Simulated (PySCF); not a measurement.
**Ionisation energy of Pb+ by level of theory**

Pb+ [Xe] 4f14 5d10 6s2 6p1 (2P) → Pb(2+) [Xe] 4f14 5d10 6s2 (1S), as a difference of total energies. Calculation: PySCF 2.14, in aug-cc-pVTZ-DK3; the spin-free X2C one-electron Hamiltonian (Gaussian nucleus). Correlated levels: valence: [Xe] 4f14 5d10 frozen. The calculations carry no spin-orbit coupling.

```csv
method,ionisation energy (eV)
UHF,13.224
LDA,13.940
PBE,13.723
PBE0,13.753
r2SCAN,13.820
TPSS,13.631
BLYP,13.671
MP2 (valence),13.410
SCS-MP2 (valence),13.396
```

A first-order spin-orbit estimate (lowest level to lowest level, LS coupling) adds 0.984 eV.

Errors of the correlated levels include the incompleteness of this basis and the frozen core.

Question: Which method comes closest to the reference value, and which is furthest?

Answer: The reference is 15.032 eV (measured; NIST Atomic Spectra Database, ionization energies). Closest: LDA (error -0.109 eV); furthest: UHF (error -0.824 eV), both after the spin-orbit estimate.
